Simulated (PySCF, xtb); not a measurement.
digermane cation (Ge₂H₆), SMILES [GeH3][GeH3] (connectivity only; charge and spin as stated), charge +1, multiplicity 2.

Harmonic wavenumbers (cm⁻¹) from GFN2-xTB run with xtb at its own minimum, in rising order: 76, 162, 204, 204, 310, 310, 568, 703, 744, 744, 753, 753, 1853, 1862, 1967, 1967, 1981, 1981.

Q: What does B3LYP-D3(BJ)/def2-TZVP in PySCF give at its own minimum? (Estimate from the structure and the level; the computed values follow.)

A: 85, 121, 243, 243, 308, 308, 648, 705, 837, 837, 843, 843, 2158, 2160, 2209, 2209, 2216, 2216. Paired by order, the mean absolute difference is 119 cm⁻¹ and the zero-point energies are 24.5 and 27.4 kcal/mol.
